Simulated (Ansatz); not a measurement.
CaF2. Total charge 0; triplet. Geometry PBE0-D4/def2-TZVPD, that of the charge -1 doublet; atoms count from 1.

```xyz
3

Ca    0.316   -0.414    0.444
F     1.248    1.286   -0.216
F    -1.564   -0.872   -0.228
```

At PBE0-D4/def2-TZVPD a singlet of charge 0 lies 5.80 eV below the triplet at the same geometry. The structure comes from a short search, and lower isomers may exist.

(1) Estimate the Mulliken populations from the PBE0/def2-TZVPD orbitals of Ansatz.

(2) Where does the spin sit?

Results:

(1) 
```tsv
atom	charge (e)	spin (α − β)
Ca1	0.81	0.98
F2	-0.40	0.51
F3	-0.40	0.51
```
Mulliken values and Mayer orders depend strongly on the basis. With diffuse functions, as here, like atoms can get unlike values, and bond orders can come out too low or too high.

(2) Summed by element: Ca 0.98, F 1.02, of 2 unpaired in all. Largest on single atoms: Ca1 0.98, F2 0.51, F3 0.51.
